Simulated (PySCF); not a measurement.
Atom-mapped SMILES (the numbers label the heavy atoms): `[O:1]=[C:2]([OH:3])[C:4]1=[CH:5][CH:6]=[CH:7][CH2:8][CH2:9]1`; H(Xn) means a hydrogen on atom n.

Calculated, not measured (PySCF 2.14.0 with density-fitted response routines): GFN2-xTB geometry, σ from GIAO-PBE0/pcSseg-1. Non-relativistic, one computed conformer, no solvent, averaged over atoms made equivalent by symmetry, fast rotation or ring inversion.

Shifts are taken against calculated references (same method and geometry level): $^{13}$C (186.93 ppm) and $^{1}$H (31.72 ppm) vs TMS; H2O for $^{17}$O (336.08 ppm).

| atoms | nucleus | count | δ (ppm) |
| --- | --- | --- | --- |
| C7 | $^{13}$C | 1 | ? |
| C5 | $^{13}$C | 1 | 142.9 |
| H(C8) | $^{1}$H | 2 | 2.33 |
| H(O3) | $^{1}$H | 1 | ? |
| C8 | $^{13}$C | 1 | ? |
| C9 | $^{13}$C | 1 | ? |
| H(C9) | $^{1}$H | 2 | 2.58 |
| H(C7) | $^{1}$H | 1 | 6.54 |
| O3 | $^{17}$O | 1 | 196.4 |
| C4 | $^{13}$C | 1 | 131.3 |
| C6 | $^{13}$C | 1 | 131.8 |
| C2 | $^{13}$C | 1 | 171.4 |
| O1 | $^{17}$O | 1 | ? |
| H(C5) | $^{1}$H | 1 | 7.46 |
| H(C6) | $^{1}$H | 1 | 6.48 |

Estimate the values marked ?.

## Answers


- C7: 145.0 ppm, alkene CH; as expected for a trigonal carbon in a double bond
- C8: 26.8 ppm, allylic sp3 CH2; aliphatic region, no heteroatom directly attached
- C9: 22.7 ppm, allylic sp3 CH2; aliphatic region, no heteroatom directly attached
- H(O3): 5.95 ppm, hydrogen on an acid hydroxyl oxygen; exchangeable; this is the value without hydrogen bonding to other molecules
- O1: 430.0 ppm, carbonyl oxygen

The OH or NH signal is concentration- and solvent-dependent in practice; the value given is the gas-phase one. Shifts are as computed. Against solution values, carbons near 30 ppm lie about +3 ppm off and those near 130 ppm about +5 ppm. Of 1211 compounds with measured shifts, 218 miss one by over three times the rms of a fit or turn the order of signals round; such compounds aren't used in these exercises. In solution the two oxygens of a carboxylic acid exchange roles by proton transfer and give one 17O line. Hydrogen bonding in solution shields acid and N–H amide carbonyl oxygens by tens of ppm. Hydrogen bonding in solution deshields acid and N–H amide carbonyl carbons by as much as 10 ppm beyond these values. Unscaled 17O shifts of doubly bonded oxygen tend to come out too high, by tens of ppm or more. Experimental scales use liquid or dissolved standards, which lie at an offset from isolated H2O (liquid H2O: subtract about 36 ppm).
